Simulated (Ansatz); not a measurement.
**Worked example: the enthalpy of CBr2Cl2 + CHClF2 → CBr2ClF + CHCl2F**

Species: CBr2Cl2 `ClC(Cl)(Br)Br`, singlet; CHClF2 (difluorochloromethane) `FC(F)Cl`, singlet; CBr2ClF `FC(Cl)(Br)Br`, singlet; CHCl2F (dichlorofluoromethane) `FC(Cl)Cl`, singlet. The partners trade Cl for F; both sit on C, so the bond types are kept.

Shapes, held fixed at every level: PBE0-D4/def2-TZVP. Programs: Ansatz 0.2.0. The zero-point and thermal terms to 298 K, harmonic and unscaled (PBE0-D4/def2-TZVP), stand in the table.

At CCSD/def2-SVP; 1 Eh = 2625.50 kJ/mol:

```
species   energy (Eh)  H(298 K) − E (kJ/mol)  tabulated ΔfH (kJ/mol)
CBr2Cl2  -6101.586576                   40.7                    +3.4
 CHClF2   -697.139782                   74.2                  -482.8
CBr2ClF  -5741.636412                   44.0                  -187.4
 CHCl2F  -1057.084561                   70.3                  -284.5
```

Q: Work out the reaction enthalpy at 298 K from the calculation and from the table of heats.

A: 
1. Electronic: (-5741.636412) + (-1057.084561) − [(-6101.586576) + (-697.139782)] = 0.005385 Eh = +14.1 kJ/mol.
2. Zero-point and thermal: (44.0) + (70.3) − [(40.7) + (74.2)] = -0.6 kJ/mol.
3. Computed ΔH = +13.5 kJ/mol.
4. From the heats of formation (Active Thermochemical Tables): (-187.4) + (-284.5) − [(3.4) + (-482.8)] = +7.5 kJ/mol.
5. Computed less tabulated: +6.0 kJ/mol. Tabulated heats carry uncertainties of their own.

Relativity is left out for Br. Outer-core shells of Br are correlated, in sets that cover them unevenly.
